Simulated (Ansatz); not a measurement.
Program: Ansatz. Geometries: PBE0-D4/def2-TZVP. ΔE: electronic, gas phase. CCSD(T)/CBS is the MP2 limit (def2-TZVPP, def2-QZVPP) plus CCSD(T) − MP2 in def2-TZVPP, frozen cores. This one scheme is used for every species. For Se outer-core shells are correlated without core-valence functions, which leaves a few kJ/mol of doubt a bond. Scalar relativity is left out up to krypton. One conformer a species, not always the lowest.

Consider the substitution at a C–Se bond: `C[Se][SiH](O)F` + `CB(O)O` → `COB(C)O` + `O[SiH](F)[SeH]`.

`C[Se][SiH](O)F`:

Cartesian coordinates in Å:
```
C -0.567 -1.612 0.416
Se -1.330 -0.250 -0.772
Si 0.081 1.388 -0.133
O 1.644 1.031 -0.431
F -0.381 2.671 -0.959
H 0.482 -1.776 0.182
H -0.685 -1.315 1.456
H -1.132 -2.524 0.233
H 0.028 1.696 1.308
H 1.861 0.690 -1.302
```

`CB(O)O`:

Cartesian coordinates in Å:
```
C 0.398 1.078 -0.472
B -0.093 -0.292 0.106
O -1.316 -0.767 -0.289
O 0.711 -0.950 0.998
H -0.004 1.267 -1.469
H 0.046 1.891 0.173
H 1.486 1.143 -0.502
H -1.587 -1.596 0.110
H 0.359 -1.772 1.346
```

`COB(C)O`:

Cartesian coordinates in Å:
```
C 0.153 -1.339 -1.033
O 0.932 -0.674 -0.066
B 0.472 0.429 0.599
C -0.952 1.053 0.380
O 1.323 0.995 1.502
H 0.036 -0.730 -1.935
H -0.840 -1.591 -0.651
H 0.669 -2.262 -1.302
H -1.738 0.345 0.662
H -1.087 1.958 0.972
H -1.126 1.300 -0.671
H 2.158 0.518 1.544
```

`O[SiH](F)[SeH]`:

Cartesian coordinates in Å:
```
O -0.848 -0.498 -1.107
Si -0.453 0.145 0.333
F -1.083 -0.684 1.538
Se 1.773 0.060 0.750
H -0.422 -1.318 -1.367
H -1.030 1.498 0.341
H 2.063 0.797 -0.488
```

```
         species  CCSD/CBS(def2) energy (Eh)
`C[Se][SiH](O)F`                 -2905.92397
        `CB(O)O`                  -216.29886
       `COB(C)O`                  -255.53550
`O[SiH](F)[SeH]`                 -2866.67371
```

Work out ΔE.

ΔE = (-255.53550) + (-2866.67371) − (-2905.92397) − (-216.29886) = 0.01362 Eh = +8.5 kcal/mol. CCSD(T)/CBS gives +8.9 kcal/mol.

Largest T1 diagnostic among the species: 0.012.

In def2-TZVPP, CCSD(T) changes the Hartree–Fock value by +2.7 kcal/mol (the triples alone add +0.4 kcal/mol) and MP2 by +4.4 kcal/mol.
